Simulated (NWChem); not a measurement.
Species: HfH2F2; SMILES [F][HfH2][F]

```xyz
5

Hf     0.0000     0.0000    -0.0338
F      1.6017     0.0000     0.9813
F     -1.6017     0.0000     0.9813
H      0.0000    -1.4915    -1.1165
H      0.0000     1.4915    -1.1165
```
Atoms are numbered in this order, from 1.

Level: PBE0/def2-SVP with def2 effective core potentials on Hf (NWChem), optimised geometry, unscaled harmonic frequencies. def2 effective core potentials on Hf; no spin-orbit coupling.

**Question.** List the harmonic frequencies with IR intensities, and the thermochemistry.

**Answer.** 
```csv
frequency (cm⁻¹),IR intensity (km/mol)
149,15.1
300,57.1
508,91.6
532,0.0
638,26.2
704,172.7
705,249.9
1764,472.0
1796,213.7
```

```json
{
  "zero_point_energy": "10.1 kcal/mol",
  "thermal correction to the enthalpy at 298.15 K (with zero-point energy)": "13.7 kcal/mol",
  "heat capacity Cv": "14.6 cal/(mol K)",
  "entropy at 298.15 K and 1 atm (symmetry number 2)": "71.7 cal/(mol K)"
}
```

Rigid rotor and harmonic oscillator.
